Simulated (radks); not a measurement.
Question: Species: the rhenium ion Re6+. Configuration: [Xe] 4f14 5d(3/2: 1, 5/2: 0). Method: Dirac Kohn-Sham, BLYP, spin-unpolarised, spherical densities, finite nucleus; Fermi nuclear charge, rms radius 5.3698 fm; computed with a radial shooting solver on a logarithmic mesh with Libxc functionals. Some entries of the table are withheld. Estimate them.

| orbital | occ. | eigenvalue (Ry) | r(max) (bohr) |
|---|---|---|---|
| 1s1/2 | 2 | -5263.822 | 0.01124 |
| 2s1/2 | 2 | -916.8469 | 0.06473 |
| 2p1/2 | 2 | (1) | 0.04802 |
| 2p3/2 | 4 | (2) | 0.05496 |
| 3s1/2 | 2 | -216.6339 | 0.1822 |
| 3p1/2 | 2 | -199.1469 | (3) |
| 3p3/2 | 4 | -176.1604 | (4) |
| 3d3/2 | 4 | -146.7075 | 0.1445 |
| 3d5/2 | 6 | -141.7164 | 0.1484 |
| 4s1/2 | 2 | -49.70671 | 0.4130 |
| 4p1/2 | 2 | -42.40275 | 0.4124 |
| 4p3/2 | 4 | -37.03674 | 0.4422 |
| 4d3/2 | 4 | (5) | (6) |
| 4d5/2 | 6 | (7) | (8) |
| 5s1/2 | 2 | -11.83049 | 0.9329 |
| 5p1/2 | 2 | -9.55489 | 0.9921 |
| 4f5/2 | 6 | -8.89891 | 0.4139 |
| 4f7/2 | 8 | -8.71266 | 0.4187 |
| 5p3/2 | 4 | -8.67421 | 1.068 |
| 5d3/2 | 1 | -5.49919 | 1.277 |
| 5d5/2 | 0 | -5.38954 | 1.305 |

Answer: 
(1) 2p1/2 eigenvalue (Ry): -877.7826
(2) 2p3/2 eigenvalue (Ry): -771.9397
(3) 3p1/2 r(max) (bohr): 0.1705
(4) 3p3/2 r(max) (bohr): 0.1847
(5) 4d3/2 eigenvalue (Ry): -25.02559
(6) 4d3/2 r(max) (bohr): 0.4380
(7) 4d5/2 eigenvalue (Ry): -24.03384
(8) 4d5/2 r(max) (bohr): 0.4474
